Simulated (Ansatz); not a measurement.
B(Cl)(GeH3)(OH) (BClGeH₄O), SMILES O[B](Cl)[GeH3].

Geometry optimised at PBE-D3(BJ)/def2-SVP. Other conformers were not sampled.

Two levels are set side by side: PBE/def2-SVPD (Ansatz, a first-principles code) and CAM-B3LYP/def2-SVPD (Ansatz). Energy differences of separate SCF runs at the same geometry; the states with an electron removed or added have multiplicity 2 and 2. Differences are taken from unrounded values.

| quantity | PBE |
|---|---|
| vertical ionisation energy (eV) | 10.20 |
| vertical singlet–triplet gap (eV) | 4.84 |

Task: These are the PBE values. What does CAM-B3LYP give? (The exact figures need the calculation; the answer reports its results.)

Result: 
| quantity | CAM-B3LYP | PBE minus CAM-B3LYP |
|---|---|---|
| vertical ionisation energy (eV) | 10.67 | -0.47 |
| vertical singlet–triplet gap (eV) | 5.21 | -0.37 |
